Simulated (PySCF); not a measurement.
## Polarisability and C₆ of Sb⁻ (antimony, charge -1)

[Kr] 4d10 5s2 5p4, high-spin 3P determinant. Calculation: PySCF 2.14, in aug-cc-pwCVDZ-PP with ECP28MDF (6s5p4d1f, 48 functions); a scalar-relativistic core potential. Coupled (time-dependent) response in atomic units; α is the mean over directions. A double-zeta set is small for polarisabilities.

```csv
method,mean α (bohr³),"α xx, yy, zz",C₆ (like pair),S(−4)
UHF,91.77,"74.66, 126.0, 74.66",1421,3223
```

S(−4) is the Cauchy moment in α(ω) = α(0) + S(−4) ω² + …

Spin-orbit coupling is absent.

α(iu) at UHF:

| u (hartree) | α(iu) (bohr³) |
| --- | --- |
| 0 | 91.77 |
| 0.0500 | 84.95 |
| 0.100 | 72.13 |
| 0.200 | 49.99 |
| 0.300 | 35.07 |
| 0.500 | 18.95 |
| 0.750 | 10.52 |
| 1.00 | 6.780 |
| 1.50 | 3.676 |
| 2.00 | 2.429 |
| 3.00 | 1.386 |
| 5.00 | 0.6672 |

A single London oscillator, α(iu) = α/(1 + u²/ω²), gives C₆ = (3/4) ω α². Matching the computed C₆ needs ω = 4 × 1421 / (3 × 91.77²) = 0.225 hartree.

For an ion, C₆ is the dispersion term alone; charge-induced terms of lower order in 1/R come first.

The components differ because the open shell of this determinant is not spherical; for a pure term their mean is the scalar polarisability.

Energies and moments cover only the electrons outside the core potential.
